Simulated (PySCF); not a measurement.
PySCF input for diarsenic cation (As2), SMILES [As]#[As] (connectivity only; charge and spin as stated), charge +1, multiplicity 2, B3LYP-D3(BJ)/def2-TZVP. The structure is a stationary point at B3LYP-D3(BJ)/def2-TZVP. The spin state was assumed, not searched.

```python
import numpy as np
from pyscf import gto, scf, dft
from pyscf.hessian import thermo

mol = gto.M(
    atom='''
    As    0.00000000    0.00000000   -1.10270580
    As    0.00000000    0.00000000    1.10270580
    ''',
    basis='def2-TZVP',
    charge=1,
    spin=1,
    max_memory=1600,
    verbose=3,
)
mf = dft.UKS(mol, xc='b3lyp').density_fit(auxbasis='def2-universal-jkfit')
mf.disp = 'd3bj'
mf.grids.level = 3
mf.conv_tol = 1e-11
mf.max_cycle = 100
mf.kernel()
fine, coarse = mf.grids, dft.Grids(mol).set(level=1).build(with_non0tab=True)
for _ in range(3):  # follow internal instabilities
    mf.grids = coarse
    mo, _, stable, _ = mf.stability(return_status=True, nroots=4)
    mf.grids = fine
    if stable:
        break
    mf.kernel(mf.make_rdm1(mo, mf.mo_occ))

# analytic Hessian; the response equations are solved on a coarser grid
h, args, fine = mf.Hessian(), (mf.mo_energy, mf.mo_coeff, mf.mo_occ), mf.grids
h1ao = h.make_h1(mf.mo_coeff, mf.mo_occ)
mf.grids = dft.Grids(mol).set(level=1).build(with_non0tab=True)
mo1, mo_e1 = h.solve_mo1(*args, h1ao)
mf.grids = fine
hess = h.hess_elec(*args, mo1, mo_e1, h1ao) + h.hess_nuc()
if mf.do_disp():
    hess += h.get_dispersion()
for i in range(mol.natm):  # the analytic DFT Hessian lacks the response of the grid: restore translational invariance
    hess[i, i] -= hess[i].sum(axis=0)
hess = (hess + hess.transpose(1, 0, 3, 2)) / 2
vib = thermo.harmonic_analysis(mol, hess, imaginary_freq=False)
thermo.dump_normal_mode(mol, vib)
th = thermo.thermo(mf, vib['freq_au'][vib['freq_au'] > 0], 298.15, 101325)
thermo.dump_thermo(mol, th)
g0 = mf.nuc_grad_method().set(verbose=0).kernel()

# dipole derivatives [dipole axis, atom, xyz] from the same response
r, irp = mol.intor('int1e_r'), mol.intor('int1e_irp').reshape(3, 3, mol.nao, mol.nao)
sl, dm0, ok = mol.aoslice_by_atom(), np.array(mf.make_rdm1()), []
dmu = np.einsum('a,xt->xat', mol.atom_charges(), np.eye(3))
for a, (_, _, p0, p1) in enumerate(sl):
    dmu[:, a] += 2 * np.einsum('xtij,ij->xt', irp[:, :, :, p0:p1], dm0.reshape(-1, mol.nao, mol.nao).sum(0)[:, p0:p1])
    for u, c, occ, f in zip(mo1, mf.mo_coeff, mf.mo_occ, (2, 2)):
        dmu[:, a] -= f * np.einsum('tui,xuv,vi->xt', u[a], r, c[:, occ > 0], optimize=True)
L = vib['norm_mode']
ir = 974.8801 * (np.einsum('xat,kat->kx', dmu, L) ** 2).sum(1)       # km/mol
apt = np.einsum('xax->a', dmu) / 3
print('mode   freq/cm-1   IR/(km/mol)')
for k, w in enumerate(vib['freq_wavenumber']):
    print(f'{k + 1:4d} {w:11.2f} {ir[k]:13.3f}')
print('max |gradient| / (hartree/bohr):', abs(g0).max())
print('APT charges:', apt.round(4))
```

Output:

```

WARN: HOMO -0.268668300555886 >= LUMO -0.268668300555887

converged SCF energy = -4471.49766441687  <S^2> = 0.75159008  2S+1 = 2.0015894
<class 'pyscf.df.df_jk.DFUKS'> wavefunction is stable in the internal stability analysis

WARN: DFTD3 does not support analytical Hessian, using finite difference


WARN: Mole.unit (angstrom) is changed to Bohr

Mode                                 0
Irrep
Freq [cm^-1]                      388.7377
Reduced mass [au]                  74.9216
Force const [Dyne/A]                6.6707
Char temp [K]                     559.3070
Normal mode                   x     y     z
       0  As                 0.00  0.00 -0.08
       1  As                 0.00  0.00  0.08
temperature 298.1500 [K]
pressure 101325.00 [Pa]
Rotational constants [GHz] inf 2.77371 2.77371
Symmetry number 2
Zero-point energy (ZPE) 0.00089 [Eh]   2325.168 [J/mol]
                           tot       elec      trans        rot        vib
Entropy [J/mol/K]       247.882      5.763    171.224     66.690      4.205
Cv [J/mol/K]             27.038      0.000     12.472      8.314      6.252
Cp [J/mol/K]             35.353      0.000     20.786      8.314      6.252
Internal energy [J/mol]                      3718.434   2478.956   3166.575
Internal energy [Eh]   -4471.49410  -4471.49766
Enthalpy [J/mol]                             6197.391   2478.956   3166.575
Enthalpy [Eh]          -4471.49315
Gibbs free energy [J/mol]                  -44853.005 -17404.692   1912.902
Gibbs free energy [Eh] -4471.52130
mode   freq/cm-1   IR/(km/mol)
   1      388.74         0.000
max |gradient| / (hartree/bohr): 1.8355017918836245e-05
APT charges: [0.5 0.5]
```

The run converged.
